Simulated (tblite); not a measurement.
Species: C3H10SSi2.
Geometry (GFN2-xTB, Å), atoms numbered from 1 in this order:
```
atom  x, y, z in Å
C1     2.1873   -0.7318   -0.5777
S2     2.5587    0.8095    0.3165
Si3    0.6289    1.2094    1.1883
C4    -0.5916    1.3937   -0.2284
C5    -1.5193    0.5246   -0.6286
Si6   -1.9610   -1.1279    0.1646
H7     1.3477   -0.5737   -1.2480
H8     3.0754   -0.9891   -1.1450
H9     1.9606   -1.5190    0.1347
H10    0.3062    0.0986    2.0795
H11    0.8392    2.4724    1.8804
H12   -0.4708    2.3134   -0.7984
H13   -2.1105    0.7903   -1.5013
H14   -3.0650   -1.7026   -0.6080
H15   -0.8155   -2.0427    0.1257
H16   -2.3779   -0.9160    1.5523
```

Level: GFN2-xTB in tblite, geometry and Hessian alike; calculated harmonic values, unscaled, isolated species. The method is semi-empirical: single wavenumbers can be off by several per cent or more. Modes of hydrogen on silicon can be 10 to 20 % off. One conformer, not necessarily the lowest.

Harmonic wavenumbers (cm⁻¹): 48.0, 50.2, 68.0, 106.5, 133.0, 143.7, 197.6, 296.3, 362.5, 471.6, 511.9, 527.1, 562.5, 593.7, 653.6, 678.6, 713.0, 726.2, 747.6, 775.7, 787.6, 790.3, 801.5, 948.8, 958.7, 959.6, 1191.3, 1322.3, 1334.4, 1454.9, 1459.7, 1626.6, 2233.4, 2250.2, 2255.5, 2276.8, 2327.8, 2963.3, 2990.5, 3025.2, 3030.1, 3059.6.

A = 2945, B = 969.6, C = 850.2 MHz; mass 134.004 u (most abundant isotopes); point group C1, symmetry number 1.

Q: Zero-point energy?

A: ½Σν̃ = 24208 cm⁻¹ = 289.59 kJ/mol.

Q: What is S at 273.15 K and 1 bar for an ideal gas of classical rigid rotors and harmonic oscillators?

A: Translation 168.12, rotation 121.38, vibration 128.63: S = 418.1 J/(mol K).

Q: And Cp and H(273.15 K) − H(0)?

A: Cp = 155.27 J/(mol K), of which vibrations give 122.02 (their classical limit is 42 R = 349.2); H(273.15 K) − H(0) = 26.76 kJ/mol without the zero-point energy, 17.67 from vibrations.

Q: How do the functions run with temperature in this model?

A: 
```csv
T (K),S (J/(mol K)),Cp (J/(mol K)),H − H(0) (kJ/mol),G − H(0) (kJ/mol),ln q(vib)
150,342.0,103.8,10.79,-40.50,4.05
250,404.8,145.9,23.27,-77.93,7.03
298.15,432.2,164.9,30.76,-98.08,8.40
400,485.5,198.6,49.35,-144.86,11.21
600,575.6,245.6,94.10,-251.27,16.40
900,684.4,290.6,175.08,-440.92,23.33
```

q(vib) and H(0) count from the zero-point level.

Q: Which modes carry the vibrational entropy at 273.15 K?

A: 48.0 cm⁻¹: 19.77; 50.2 cm⁻¹: 19.40; 68.0 cm⁻¹: 16.90; 106.5 cm⁻¹: 13.23; 133.0 cm⁻¹: 11.44; 143.7 cm⁻¹: 10.83 J/(mol K); the other 36 give 37.07 together.

Q: Blend soft modes into free rotors: weight 1/[1 + (100 cm⁻¹/ν̃)⁴] for the oscillator and the rest for a rotor with moment μB/(μ + B), μ = h/(8π²ν), B = 10⁻⁴⁴ kg m². What vibrational entropy results?

A: 114.88 J/(mol K) in place of 128.63, which changes −T·S at 273.15 K by +3.75 kJ/mol.

Hindered rotation and anharmonicity are outside this model. Other conformers, if any are populated, would add a mixing term that is left out. The structure is chiral; the term R ln 2 for an equal mix with its mirror image is left out.
